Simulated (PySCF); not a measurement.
C7H14N2Si.
Cartesian coordinates in Å at the GFN2-xTB level; atoms count from 1:
```xyz
24
C7H14N2Si angstrom
N      3.444    0.783   -1.893
C      2.541    0.799   -1.006
C      1.790   -0.329   -0.506
C      0.842   -0.298    0.446
C      0.055   -1.555    0.740
N     -0.953   -1.864   -0.260
C     -2.097   -0.985   -0.332
C     -1.851    0.409   -0.945
Si    -1.102    1.696    0.239
C      0.397    0.922    1.162
H      3.644   -0.147   -2.265
H      2.308    1.778   -0.598
H      2.029   -1.284   -0.967
H      0.731   -2.415    0.781
H     -0.456   -1.474    1.703
H     -0.521   -1.947   -1.175
H     -2.841   -1.510   -0.942
H     -2.508   -0.888    0.677
H     -1.211    0.288   -1.824
H     -2.803    0.791   -1.316
H     -0.638    2.853   -0.531
H     -2.104    2.086    1.239
H      1.197    1.654    1.239
H      0.097    0.657    2.175
```

Definitions: NICS(0) = −σiso at the ring centroid; NICS(1) = −σiso and NICS(1)zz = −σzz at ±1 Å along the ring normal z. Level: GIAO PBE0/pcSseg-1 (PySCF, non-relativistic, gas phase) on the GFN2-xTB geometry, one conformer.

Ring bond lengths (Å), with Mayer bond orders in brackets: C4–C5 1.512 (1.01), C5–N6 1.454 (1.02), N6–C7 1.444 (1.01), C7–C8 1.543 (1.00), C8–Si9 1.903 (0.92), Si9–C10 1.923 (0.85), C10–C4 1.482 (1.07).

Q: Give the NICS values of each ring in ppm.

A: 
```
                  ring                                                    type  NICS(0)  NICS(1), two faces  NICS(1)zz, two faces  rms pucker (Å)  centre to ring atoms, mean (Å)
C4–C5–N6–C7–C8–Si9–C10  7-membered ring with N and Si; formal bonds all single     -2.8         -1.6 / -3.8             2.6 / 1.5            0.31                            1.73
```

Q: What do they say, and how far can they be read as aromaticity?

A: 
- C4–C5–N6–C7–C8–Si9–C10: mean NICS(1)zz 2.0 ppm, near zero. C5, C7, C8, Si9, C10 have four or more neighbours, and the NICS criterion for π rings isn't applied.

Q: Give the inner angles of the rings and the Hirshfeld charges of the ring atoms.

A: 
- C4–C5–N6–C7–C8–Si9–C10: C4 115.7° (+0.024 e), C5 113.8° (-0.026 e), N6 117.0° (-0.164 e), C7 116.3° (-0.025 e), C8 115.3° (-0.168 e), Si9 109.4° (+0.347 e), C10 109.5° (-0.157 e); sum 797.1° against 900° for a flat convex ring.

Q: What are the shieldings of the ring atoms and their hydrogens in the same run (means over atoms taken as equivalent)?

A: 
| atoms | environment | σ isotropic (ppm) | principal values of the symmetric part, first atom (ppm) |
| --- | --- | --- | --- |
| C4 | fully substituted alkene carbon | 23.8 | -88.1, 1.1, 158.3 |
| C5 | sp3 carbon bound to nitrogen | 121.7 | 105.7, 122.0, 137.5 |
| N6 | secondary amine nitrogen | 189.6 | 150.8, 176.8, 241.2 |
| C7 | sp3 carbon bound to nitrogen | 136.0 | 112.7, 131.3, 164.1 |
| C8 | sp3 carbon bound to silicon | 168.0 | 147.9, 163.7, 192.4 |
| Si9 | SiH2 silicon | 398.1 | 374.4, 397.1, 422.8 |
| C10 | sp3 carbon bound to silicon | 166.7 | 145.1, 163.1, 191.8 |
| H14 (×2) | methylene hydrogen | 28.42 | 23.1, 27.0, 33.1 |
| H16 | N–H hydrogen | 31.85 | 24.9, 31.3, 39.3 |
| H17 (×2) | methylene hydrogen | 28.71 | 21.2, 27.9, 34.9 |
| H19 (×2) | methylene hydrogen | 30.86 | 28.4, 29.3, 35.5 |
| H21 (×2) | Si–H hydrogen | 27.50 | 23.9, 25.4, 33.1 |
| H23 (×2) | methylene hydrogen | 29.32 | 24.6, 26.6, 34.9 |

The run took 2.2 min of wall time (with the writing of density and orbital grids) on Arm Neoverse N1, one thread, on a shared host, and the process peaked at 1.1 GiB of memory. This is the whole shielding run at PBE0/pcSseg-1, SCF included.
